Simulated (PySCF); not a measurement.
**Vertical excitation energies**

Compound: C4H4NOP.
SMILES with atom numbers: `[N:1]#[C:2][CH2:3][CH2:4][P:5]=[C:6]=[O:7]` (hydrogens: H8, H9 on C3; H10, H11 on C4)

Geometry (GFN2-xTB, Å), atoms numbered from 1 in this order:
```
atom  x, y, z in Å
N1     0.2206    2.0829    1.2481
C2    -0.3445    1.1324    0.9607
C3    -1.0497   -0.0627    0.5721
C4    -0.4557   -0.6703   -0.7016
P5     1.2734   -1.3908   -0.4371
C6     2.1107    0.0254   -0.4568
O7     2.8511    0.9159   -0.4804
H8    -2.0995    0.1991    0.4023
H9    -1.0000   -0.7793    1.3975
H10   -1.0737   -1.5124   -1.0218
H11   -0.4273    0.0626   -1.5089
```

Method: TDDFT B3LYP/def2-SVPD, vertical, gas phase, core orbitals frozen in the response in PySCF 2.14.0, density-fitted response routines.

| state | E (eV) | λ (nm) | f | \|μ\| (D) | main configurations (H = HOMO, L = LUMO) |
| --- | --- | --- | --- | --- | --- |
| S1 | 2.82 | 439.0 | 0.0013 | 0.34 | H→L (99%) |
| S2 | 4.84 | 256.1 | 0.0065 | 0.60 | H-1→L (50%), H→L+1 (49%) |
| S3 | 5.76 | 215.1 | 0.016 | 0.85 | H→L+2 (92%) |
| S4 | 6.04 | 205.3 | 0.026 | 1.06 | H→L+3 (65%), H→L+5 (9%), H-1→L (8%) |
| S5 | 6.18 | 200.6 | 0.032 | 1.17 | H→L+4 (66%), H→L+5 (13%), H-2→L (12%) |
| S6 | 6.20 | 199.9 | 0.0025 | 0.32 | H-2→L (82%), H→L+4 (12%) |
| S7 | 6.31 | 196.6 | 0.027 | 1.06 | H-3→L (94%) |
| S8 | 6.44 | 192.5 | 0.115 | 2.17 | H→L+5 (38%), H→L+3 (23%), H-1→L (13%) |

Triplets, Tamm–Dancoff:

```csv
state,E (eV),λ (nm),"main configurations (H = HOMO, L = LUMO)"
T1,2.48,500.7,H→L (99%)
T2,3.58,346.8,H→L+1 (95%)
T3,4.40,281.6,H-1→L (96%)
```

The lowest singlet lies at 2.82 eV (439 nm, visible) and is very weak; its leading configuration is HOMO→LUMO (99%). The strongest level in the table is S8 at 6.44 eV (193 nm, f = 0.115). It is the last of those listed, so stronger ones may follow. Löwdin shares by element: HOMO phosphorus 47%, carbon 31% or more, oxygen 16%; LUMO carbon 46% or more, oxygen 27%, phosphorus 20%. Weighted by f, the mean energy of these states is 6.23 eV. The listed states span 3.62 eV, and the widest gap between neighbours is 2.02 eV (S1 to S2). Orbital energies (eV): HOMO-3 -9.56, HOMO-2 -9.49, HOMO-1 -8.60, HOMO -6.67, LUMO -2.39, LUMO+1 -0.92, LUMO+2 -0.04. S1 lies in the visible range (380 to 750 nm), at 439 nm, f = 0.0013; light of that wavelength is blue, and its complementary colour is yellow; a Tamm–Dancoff triplet lies at 501 nm, without intensity as long as spin–orbit coupling is left out. Only the lowest 8 singlets were computed, as vertical energies without vibronic structure.

One conformer stands for the species.
